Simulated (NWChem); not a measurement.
System: SiH₄S; SMILES [SiH3]S

Computed with NWChem. Pople sets run with spherical d functions. All runs use the structure optimised with PBE0-D3(BJ)/def2-TZVP. Ions are spin-unrestricted doublets at the neutral geometry; other ion states weren't tried.

**Question.** Predict the results for PBE0/6-31G*. Quantities: vertical ionisation energy, ΔSCF (eV); −ε(HOMO) (eV).

**Answer.** 
```
Property                               Value
-------------------------------------  -----
vertical ionisation energy, ΔSCF (eV)   9.84
−ε(HOMO) (eV)                           7.43
```
